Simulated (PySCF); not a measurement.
Compound: C₅H₈FO₂S (doublet state).
Structure used (GFN2-xTB), in Å, numbered top down from 1:
```
atom  x, y, z in Å
C1    -0.9479    1.5421   -1.0847
C2    -0.3815    0.6527   -0.1584
F3    -0.8082    0.7766    1.1223
S4    -1.0385   -1.2091   -0.7132
C5    -2.6993   -1.1225    0.0010
C6     1.1085    0.3721   -0.2543
O7     1.7267    0.4736   -1.2784
O8     1.5912   -0.0095    0.9161
C9     2.9685   -0.3612    0.9773
H10   -0.5023    1.6185   -2.0561
H11   -1.8897    2.0136   -0.8826
H12   -3.1015   -2.1283   -0.0725
H13   -3.3150   -0.4356   -0.5715
H14   -2.6358   -0.8213    1.0421
H15    3.5176    0.4412    1.4719
H16    3.3597   -0.5134   -0.0301
H17    3.0405   -1.2774    1.5612
```

The hyperfine couplings belong to this conformer and change with its torsions.

The species is `F[C@]([CH2])(SC)C(=O)OC` [radical].

The calculation used UKS B3LYP, pcH-1 on C F H O S, non-relativistic, mean-field spin-orbit, GIAO in PySCF. One conformer (not necessarily the lowest) at the GFN2-xTB geometry, without solvent, vibrations or thermal averaging. The geometry wasn't refined by DFT: couplings that depend on bond lengths, twists or pyramidal angles can differ widely from those at the functional's own minimum. Stability of the SCF solution: not tested.

(1) Predict the first-order ENDOR lines of C1, C2, C6, C5, F3, H11, H10 and H12/H13/H14 under fast tumbling at B = 1217.2 mT (Q band).

(2) Which pairs are centred on the nuclear Larmor frequency, and which on half the coupling?

(3) At what field would the lower line of H12/H13/H14 fall to zero frequency?

## Answers

(1) For S = 1/2 in fast tumbling each set of equivalent nuclei gives two lines, ν± = |νn ± a/2| to first order, with νn = g_N μN B/h and μN/h = 7.62259 MHz/T.

```json
{"nuclei": "C1", "isotope": "13C", "g_N": "1.4048", "νn (MHz)": "13.03", "a_iso (MHz)": "68.72", "lower line (MHz)": "21.32", "upper line (MHz)": "47.39"}
{"nuclei": "C2", "isotope": "13C", "g_N": "1.4048", "νn (MHz)": "13.03", "a_iso (MHz)": "-37.74", "lower line (MHz)": "5.84", "upper line (MHz)": "31.91"}
{"nuclei": "C6", "isotope": "13C", "g_N": "1.4048", "νn (MHz)": "13.03", "a_iso (MHz)": "25.16", "lower line (MHz)": "0.45", "upper line (MHz)": "25.61"}
{"nuclei": "C5", "isotope": "13C", "g_N": "1.4048", "νn (MHz)": "13.03", "a_iso (MHz)": "-3.35", "lower line (MHz)": "11.36", "upper line (MHz)": "14.71"}
{"nuclei": "F3", "isotope": "19F", "g_N": "5.2577", "νn (MHz)": "48.78", "a_iso (MHz)": "7.97", "lower line (MHz)": "44.80", "upper line (MHz)": "52.77"}
{"nuclei": "H11", "isotope": "1H", "g_N": "5.5857", "νn (MHz)": "51.83", "a_iso (MHz)": "-52.79", "lower line (MHz)": "25.43", "upper line (MHz)": "78.22"}
{"nuclei": "H10", "isotope": "1H", "g_N": "5.5857", "νn (MHz)": "51.83", "a_iso (MHz)": "-52.22", "lower line (MHz)": "25.71", "upper line (MHz)": "77.94"}
{"nuclei": "H12/H13/H14", "isotope": "1H", "g_N": "5.5857", "νn (MHz)": "51.83", "a_iso (MHz)": "9.28", "lower line (MHz)": "47.19", "upper line (MHz)": "56.46"}
```

The rows for 13C, of low natural abundance, apply to labelled samples.

(2) Centred on νn, since |a| < 2νn: C6, C5, F3, H11, H10 and H12/H13/H14. Centred on |a|/2 and split by 2νn: C1 and C2.

(3) Where νn = |a|/2, that is B = 4.64 MHz/(5.5857 × 7.62259 MHz/T) = 109 mT, as far as first order holds there.

Means are taken over nuclei equivalent by connectivity, which assumes that they swap fast. H10 and H11 aren't averaged: C1 is flat or nearly so (angle sum 359°), and its turn about the short C1–C2 bond (1.40 Å) is taken as slow. The three 1H nuclei of mean +9.3 MHz run from -1.1 to 19.8 MHz in the frozen geometry.

The largest Mulliken spin populations are on C1 (+0.86), S4 (+0.31) and C2 (-0.11). The positive populations add up to 1.20 and the negative ones to -0.20, together 2S = 1. The angles at C1 add up to 359.3°, so it is planar; its axial dipolar tensor and the negative couplings of its protons fit spin in a p orbital normal to that plane.
